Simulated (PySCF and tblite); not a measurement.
C₇H₇FO, numbered as in [CH2:1]=[C:2]([F:3])[CH2:4][C:5]#[C:6][C:7]([CH3:8])=[O:9].

The ensemble was built from 60 distance-geometry starts (ETKDG and KDG, MMFF94s, GFN2-xTB) and rests on GFN2-xTB geometries. Weights use PBE0-D3(BJ)/def2-SVP (IEF-PCM, acetonitrile) energies plus GFN2-xTB zero-point and thermal terms (modes under about 100 cm⁻¹ blended into free rotors). Symmetry numbers and mirror images are counted. Conformers within 3 kcal/mol (GFN2-xTB free energy) were kept, 6 at most. Couplings: B3LYP/6-31G* with pcJ-1 on H, F (gas phase; spin-dipole term only for pairs with B, N, F, Si or P). Couplings are for ¹⁹F, ¹H. H–H couplings come out 0.1 to 0.9 Hz lower than with pcJ-1 on all atoms. Of two unlike H on one atom, a is the less shielded (WP04/pcSseg-1 (IEF-PCM, acetonitrile)). Programs: PySCF with density fitting and tblite.

Torsions listed: F3–C2–C4–C5. Of a mirror pair one member is shown.

| conformer | shape | weight % |
| --- | --- | --- |
| 1 | 180° | 76.3 |
| 2 | -73° | 23.7 |

(1) Give the couplings in each conformer and the averages at 298.15 K (pairs that fast motion interchanges averaged).

Computed couplings to fluorine can be off by tens of per cent at such levels.

Answers

(1) 
```json
{"coupling": "³J(H1a,F3)", "pairs": "1", "1": "43.6", "2": "40.8", "average (Hz)": "42.9"}
{"coupling": "³J(H1b,F3)", "pairs": "1", "1": "15.8", "2": "14.3", "average (Hz)": "15.4"}
{"coupling": "³J(F3,H4)", "pairs": "2", "1": "-1.1", "2": "18.5", "average (Hz)": "3.6"}
{"coupling": "²J(H1a,H1b)", "pairs": "1", "1": "-5.5", "2": "-5.2", "average (Hz)": "-5.5"}
{"coupling": "²J(H4,H4)", "pairs": "1", "1": "-24.3", "2": "-18.4", "average (Hz)": "-22.9"}
{"coupling": "²J(H8,H8)", "pairs": "3", "1": "-15.7", "2": "-15.7", "average (Hz)": "-15.7"}
```

Only couplings over up to 3 bonds are listed; longer-range ones, if any, are left out.


Conformer gaps in def2-SVP on xTB geometries can be 2 kcal/mol too large for S=O, P=O and other polar bonds.